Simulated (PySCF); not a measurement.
Bonding in `C[Si@]([SiH3])(C#N)N([SiH3])[SiH3]`

Species: C₂H₁₂N₂Si₄.
Numbering: `[CH3:1][Si@:2]([SiH3:3])([C:4]#[N:5])[N:6]([SiH3:7])[SiH3:8]` (hydrogens: H9, H10, H11 on C1; H12, H13, H14 on Si3; H15, H16, H17 on Si7; H18, H19, H20 on Si8)

Cartesian coordinates in Å at the GFN2-xTB level; atoms count from 1:
```
atom  x, y, z in Å
C1    -0.8572   -2.0061    0.7495
Si2   -0.5820   -0.4579   -0.3224
Si3   -2.3582    1.0290   -0.4085
C4    -0.2416   -1.1854   -2.0215
N5    -0.0794   -1.6092   -3.0743
N6     0.9031    0.3575    0.1335
Si7    1.4852    0.2589    1.7754
Si8    1.8257    1.2563   -1.0486
H9     0.0052   -2.6669    0.7359
H10   -1.0468   -1.7337    1.7829
H11   -1.7135   -2.5720    0.3933
H12   -3.6231    0.3243   -0.6514
H13   -2.5359    1.7699    0.8473
H14   -2.2239    2.0288   -1.4726
H15    0.3256    0.4274    2.6564
H16    2.4479    1.3366    1.9747
H17    2.1120   -1.0449    2.0043
H18    2.1046    2.5772   -0.4852
H19    0.9798    1.3804   -2.2327
H20    3.0673    0.5403   -1.3389
```

Bond orders from the PBE0/pcSseg-1 density (PySCF). Isolated species at its GFN2-xTB geometry (one conformer only).

Q: Where do the orders between heavy atoms depart from those drawn in the SMILES?

A: The largest departure is 0.240, at Si2–C4 (drawn single, 0.760). Drawn single, order below 0.88: Si2–C4 (0.760), Si2–N6 (0.859) and N6–Si8 (0.851).

Q: Give the Mayer order of every bond, beside its length.

A: 
```tsv
bond	drawn as	length (Å)	Mayer order
C1–Si2	single	1.903	0.975
Si2–Si3	single	2.318	0.927
Si2–C4	single	1.879	0.760
C4–N5	triple	1.146	2.922
Si2–N6	single	1.755	0.859
N6–Si7	single	1.745	0.885
N6–Si8	single	1.748	0.851
C1–H9	single	1.087	0.944
C1–H10	single	1.085	0.947
C1–H11	single	1.087	0.949
Si3–H12	single	1.468	0.924
Si3–H13	single	1.469	0.928
Si3–H14	single	1.466	0.933
Si7–H15	single	1.466	0.933
Si7–H16	single	1.459	0.942
Si7–H17	single	1.465	0.935
Si8–H18	single	1.463	0.938
Si8–H19	single	1.461	0.937
Si8–H20	single	1.462	0.940
```

Bonds between the same two heavy elements. C–Si: lowest Si2–C4 (0.760, 1.879 Å), highest C1–Si2 (0.975, 1.903 Å); in 1 of the 1 pairs the longer bond (by over 0.003 Å) has the higher order (by 0.02 or more). N–Si: lowest N6–Si8 (0.851, 1.748 Å), highest N6–Si7 (0.885, 1.745 Å).

Q: Sum the orders of all bonds at each heavy atom with more than one neighbour and set the sums beside the valence in the SMILES.

A: C1 3.815 (drawn 4), Si2 3.521 (drawn 4), Si3 3.712 (drawn 4), C4 3.682 (drawn 4), N6 2.595 (drawn 3), Si7 3.695 (drawn 4), Si8 3.666 (drawn 4). Orders between atoms that aren't bonded are not in these sums.

For a closed shell the Mayer order of atoms A and B is Σ (PS)μν (PS)νμ over the basis functions μ on A and ν on B, with P the density and S the overlap matrix.
